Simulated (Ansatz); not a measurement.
Relaxation of HfSi₂ with RKS PBE-D4/def2-TZVP.

```sh
$ ansatz run in.yaml --threads 4 --pin off --events-out ev --progress --plain --max-ram 3916MiB
```

```yaml
crystal:
  periodic: [false, false, false]
  atoms:
    - {symbol: Hf, position_ang: [1.382590, 0.662890, 0.292140]}
    - {symbol: Si, position_ang: [-1.129510, 0.177670, 0.773830]}
    - {symbol: Si, position_ang: [-0.253080, -0.840560, -1.065970]}
basis:
  gaussian: {orbitals: def2-TZVP}
hamiltonian: {xc: pbe, dispersion: d4}
scf: {lower_state_search: "off"}
output: {orbitals: {seedname: orbitals}}
relax: {f_tol: 0.02, max_steps: 100}
```

Hardware: 4 threads of Arm Neoverse V2 on a shared host. Wall time 3.5 s.

Positions (Å) and forces (eV/Å) at steps 1, 2, 3, 4, 5 of 5:

```xyz
3
step=1 energy=-17050.6250 eV
Hf    1.383    0.663    0.292   -2.118   -1.014   -0.446
Si   -1.130    0.178    0.774    0.832    0.773    0.703
Si   -0.253   -0.841   -1.066    1.286    0.241   -0.256
3
step=2 energy=-17050.7295 eV
Hf    1.210    0.580    0.256    2.416    1.155    0.506
Si   -1.054    0.232    0.816   -1.588   -0.142    0.536
Si   -0.156   -0.812   -1.071   -0.828   -1.013   -1.043
3
step=3 energy=-17050.8860 eV
Hf    1.267    0.607    0.268    0.323    0.154    0.067
Si   -1.087    0.223    0.818   -0.304    0.086    0.261
Si   -0.180   -0.830   -1.086   -0.019   -0.239   -0.328
3
step=4 energy=-17050.8955 eV
Hf    1.274    0.611    0.269   -0.041   -0.020   -0.009
Si   -1.100    0.232    0.836    0.034   -0.006   -0.024
Si   -0.175   -0.843   -1.105    0.007    0.026    0.033
3
step=5 energy=-17050.8956 eV
Hf    1.273    0.610    0.269    0.001    0.000    0.000
Si   -1.098    0.231    0.834   -0.001    0.000    0.000
Si   -0.175   -0.841   -1.103    0.000    0.000    0.000
```

In the def2 sets Hf takes a core potential; there is no spin–orbit coupling. The restricted singlet is unstable: a solution with broken spin symmetry lies lower. At PBE-D4/def2-TZVP a triplet of charge 0 lies 0.23 eV below the restricted singlet, each at its own geometry. The structure comes from a short search, and lower isomers may exist.
